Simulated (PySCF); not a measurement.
Write Cartesian coordinates for [ReO4]-, `[O]=[Re-](=[O])(=[O])=[O]` as optimised with PBE0-D3(BJ)/def2-SVP. (Charge -1 and singlet state.)

```xyz
5
ReO4 angstrom
Re     0.0143   -0.0221   -0.0124
O      0.0288   -0.0404    1.7166
O      1.6400   -0.0421   -0.6008
O     -0.7818    1.4092   -0.5679
O     -0.8264   -1.4151   -0.5976
```

Any rigid rotation of these coordinates is as good. Atoms count from 1 in this order. Re1 (rhenium bonded to 4 O) is tetrahedral (angles from 109.4° to 109.5°). All 4 O–Re bonds measure 1.729 Å.

Bonds between heavy atoms (Å): Re1–O2 1.729, Re1–O3 1.729, Re1–O4 1.729, Re1–O5 1.729.

Method: PBE0-D3(BJ)/def2-SVP geometry optimisation, gas phase, def2 core potentials past Kr in PySCF 2.14.0.

Point group: Td (tolerance 0.08 Å). Whether it is a minimum is left open (no frequencies). The geometry's basis has no diffuse functions, a weakness for an anion.
